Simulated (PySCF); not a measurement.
Gas-phase reaction: SnBr4 + 2 SnF2 → 2 SnBr2 + SnF4

Computed with PySCF and rigid-rotor harmonic-oscillator thermochemistry at 1 bar. † marks an energy on the PBE0/def2-TZVP geometry and frequencies. MP2 freezes the core. All species are closed-shell singlets. Sn: scalar-relativistic def2 core potential, no spin-orbit coupling. Br: all electrons, no relativistic terms. MP2 isn't extrapolated to the basis-set limit; its ΔH°(298 K) is 45.7 kJ in def2-SVP and 65.3 kJ in def2-TZVPP. The harmonic model lacks anharmonicity and excited electronic states, which grow with temperature; levels with a mode under 35 cm⁻¹ are left out. Soft modes under 120 cm⁻¹ make the harmonic entropy rough for SnBr4, SnBr2.

| level | ΔE electronic, kJ | ΔH°(298 K), kJ | ΔS°(298 K), J/K | ΔG°(2000 K), kJ |
|---|---|---|---|---|
| HF/def2-TZVP† | 32 | 34 | 4 | 29 |
| M06-2X/def2-TZVP† | 50 | 51 | 4 | 47 |
| MP2/def2-SVP† | 44 | 46 | 4 | 41 |
| MP2/def2-TZVPP† | 64 | 65 | 4 | 60 |
| PBE/def2-TZVP† | 54 | 56 | 4 | 51 |
| PBE0/def2-QZVP† | 52 | 54 | 4 | 49 |
| r2SCAN/def2-TZVP† | 52 | 54 | 4 | 49 |
| LDA/def2-TZVP† | 65 | 66 | 4 | 61 |
| ωB97M-V/def2-TZVP† | 68 | 69 | 4 | 65 |
ΔH° is lowest at HF/def2-TZVP† and highest at ωB97M-V/def2-TZVP†. No reference value is set beside these.
